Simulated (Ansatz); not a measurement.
Geometry optimisation, Ansatz, RKS PBE0/def2-SVP.

Input:

```yaml
crystal:
  periodic: [false, false, false]
  atoms:
    - { symbol: O, position_ang: [1.8709, 1.3651, -0.6425] }
    - { symbol: Al, position_ang: [0.9734, 0.1247, 0.3476] }
    - { symbol: Cl, position_ang: [1.9257, -0.6898, 2.1379] }
    - { symbol: Ge, position_ang: [-1.1628, -0.6546, -0.3055] }
    - { symbol: H, position_ang: [1.5317, 2.2605, -0.2729] }
    - { symbol: H, position_ang: [-2.2292, 0.5414, -0.3099] }
    - { symbol: H, position_ang: [-1.1388, -1.2864, -1.7154] }
    - { symbol: H, position_ang: [-1.6787, -1.718, 0.705] }
basis:
  gaussian: { orbitals: def2-SVP }
hamiltonian:
  xc: pbe0
relax:
  f_tol: 0.02
  max_steps: 50
output:
  orbitals: {}
```

Run as:

```bash
$ ansatz run input.yaml --threads 2 --pin off --max-ram 3072MiB --backend cpu --events-out ev --progress --plain --runs-dir out
```

**Question.** Where does it end, and by what steps?

**Answer.** The run converged. After 7 steps the energy has fallen by 0.604 eV; H5 moved furthest, 0.80 Å.

```tsv
step	energy less start (eV)	largest force component (eV/Å)	accepted
0	0.0000	2.371	yes
1	-0.2952	1.302	yes
2	-0.3582	0.963	yes
3	-0.4139	0.496	yes
4	-0.5127	0.678	yes
5	-0.5765	0.283	yes
6	-0.6031	0.047	yes
7	-0.6037	0.011	yes
```

```xyz
8
Properties=species:S:1:pos:R:3
O 1.487 1.571 -0.479
Al 0.866 0.261 0.402
Cl 1.965 -0.452 2.059
Ge -1.268 -0.712 -0.306
H 2.303 2.046 -0.308
H -2.380 0.357 -0.305
H -1.170 -1.270 -1.740
H -1.711 -1.859 0.621
```

Whether the end is a true minimum wasn't checked by a vibrational analysis.

Time of the run: 16 s on 2 threads of Intel(R) Xeon(R) 6975P-C (Granite Rapids), with other jobs on the host, peak memory 0.26 GiB.
